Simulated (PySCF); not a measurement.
Si(F)3(SiH3) (F3H3Si2), SMILES F[Si](F)([SiH3])F.

Geometry optimised at PBE0-D3(BJ)/def2-SVP.

The numbers are results of CAM-B3LYP/def2-TZVP run with PySCF, not measurements.

Gas-phase values at a fixed geometry.

```yaml
total_energy: -880.62836 hartree
point_group: C3v
highest_occupied_level: -10.86 eV
lowest_empty_level: 0.68 eV
orbital_gap: 11.54 eV
dipole_moment: 2.34 D
quadrupole, principal values (traceless, Buckingham form, about the centre of nuclear charge): -1.21, -1.21, 2.41 D·Å
mean_static_polarisability: 49.4 bohr³ (7.33 Å³)
polarisability_principal_values: 46.4, 46.4, 55.4 bohr³
```
